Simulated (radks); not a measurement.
Question: The mean radii <r> (bohr) of the occupied orbitals of an atom or ion are listed with their occupations. Calculated with a radial shooting solver on a logarithmic mesh with Libxc functionals: Dirac Kohn-Sham, LDA (Slater exchange, Perdew-Wang correlation), spin-unpolarised, spherical densities, point nucleus.

orbital     occ.      <r>
1s1/2          2  0.02075
2s1/2          2  0.08759
2p1/2          2  0.07293
2p3/2          4  0.08010
3s1/2          2   0.2297
3p1/2          2   0.2193
3p3/2          4   0.2328
3d3/2          4   0.2055
3d5/2          6   0.2097
4s1/2          2   0.5179
4p1/2          2   0.5270
4p3/2          4   0.5578
4d3/2          4   0.5857
4d5/2          6   0.5964
5s1/2          2    1.209
5p1/2    1.66667    1.319
5p3/2    3.33333    1.395
4f5/2    3.85714   0.7289
4f7/2    5.14286   0.7374

Name the element and its charge. Open shells, if any, are shared by 2j + 1.

Answer: Z = 67, holmium, charge +5: Ho5+ in [Kr] 4d10 4f9 5s2 5p5. The 1s radius gives Z: for a bare nucleus <r> = (2 gamma + 1)/(2Z) with gamma = sqrt(1 - (Z/c)^2), 0.02048 bohr for Z = 67, and screening makes it slightly larger (0.02075 here). The occupations add up to 62, and the charge is Z minus that.
